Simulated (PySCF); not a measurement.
Gas-phase reaction: GaH3 + Cl → GaH2Cl + H

Method: PySCF energies (xtb for GFN2) plus ideal-gas RRHO corrections (1 bar). † marks an energy on the PBE0/def2-TZVP geometry and frequencies; other levels use their own. Open shells (unrestricted): Cl (multiplicity 2), H (multiplicity 2); the rest are closed-shell singlets. GFN2 has no spin-polarisation term. Spin-orbit splitting is ignored; it lowers the true energy and changes the entropy of Cl. Ga: all electrons, no relativistic terms. GaH3, GaH2Cl: computed as isolated molecules; such fragments, hydroxides, amides, oligomers or adducts are transient or little studied in the gas.

PBE/def2-SVP gives ΔH°(298 K) = -131 kJ.

Problem. What do GFN2-xTB, PBE0/def2-QZVP†, LDA/def2-TZVP† give?

Solution. GFN2-xTB: -115 kJ; PBE0/def2-QZVP†: -121 kJ; LDA/def2-TZVP†: -147 kJ. For scale, ΔH°(298 K) is -131 kJ at this level, -117 kJ at ωB97M-V/def2-TZVP†, and runs from -147 to -81 kJ over the 20 levels computed († marks an energy on the PBE0/def2-TZVP geometry).
